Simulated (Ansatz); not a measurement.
The same path of a periodic cell of 17 atoms, LiBe$_{16}$ (host Be, host structure hcp, interstitial Li) was run twice with different band settings. Lost on the way: Be1–Li17, Be5–Li17. Made: Be4–Li17, Be8–Li17.

The calculation used DFT PBE, scalar-relativistic, plane waves, PAW (Ansatz 0.2.0). Settings: cutoff 420 eV, k mesh 5x5x3, gaussian smearing 0.05 eV, no spin polarisation.

Relaxed end points:

```xyz
17
Lattice="-2.2900 -3.9664 0.0000 3.4350 -1.9832 0.0000 0.0000 0.0000 7.1769" Properties=species:S:1:pos:R:3
Be -0.218 -3.809 -0.077
Be 0.021 -2.259 1.742
Be -0.218 -3.809 3.565
Be -0.096 -2.531 5.331
Be -1.189 -1.905 -0.080
Be 2.553 -2.620 1.748
Be -1.190 -1.904 3.567
Be 2.215 -2.546 5.333
Be 1.080 -1.980 -0.086
Be 1.642 -1.064 1.740
Be 1.079 -1.975 3.569
Be 1.028 -0.557 5.332
Be -0.187 0.182 -0.069
Be 1.958 -5.402 1.747
Be -0.187 0.184 3.562
Be 1.031 -4.476 5.333
Li 0.977 -3.857 1.743
```

```xyz
17
Lattice="-2.2900 -3.9664 0.0000 3.4350 -1.9832 0.0000 0.0000 0.0000 7.1769" Properties=species:S:1:pos:R:3
Be 0.075 -4.064 -0.052
Be 0.044 -2.717 1.711
Be -0.267 -3.977 3.548
Be 0.045 -2.721 5.362
Be -1.049 -2.094 -0.055
Be 2.513 -2.796 1.715
Be -1.167 -2.355 3.531
Be 2.511 -2.801 5.354
Be 1.261 -2.136 -0.049
Be 1.339 -0.841 1.728
Be 0.332 -1.192 3.542
Be 1.339 -0.852 5.357
Be 0.120 -0.104 -0.055
Be 1.213 -4.623 1.702
Be -0.510 0.416 3.524
Be 1.214 -4.634 5.357
Li 1.308 -2.744 3.533
```

Common settings: climbing image yes; optimiser quadratic models (default); end points relaxed.

| run | movable images | spring | start path | force threshold | iteration limit |
| --- | --- | --- | --- | --- | --- |
| 1 | 5 | 10.0 eV/Å² | IDPP | 0.05 eV/Å | 37 |
| 2 | 3 | 5.0 eV/Å² | default | 0.4 eV/Å | 50 |

(1) What does each run give, and how far can it be trusted?

## Answers

(1) Run 1: converged after 30 iterations, highest image 0.622 eV above the first end. The profile has 2 maxima (images 2, 4) with wells between them (image 3): this band takes more than one step, which may be the mechanism or a detour left from its start path. By the program's own check the climbing image is a first-order saddle point (lowest curvatures found: -1.86 and 1.12 eV/Å²).
Run 2: converged after 6 iterations, highest image 0.793 eV above the first end. The threshold of 0.4 eV/Å is loose, so the images may lie well off the minimum-energy path. The order of the stationary point at the top wasn't checked.
Limits of this set-up: coarse k mesh.
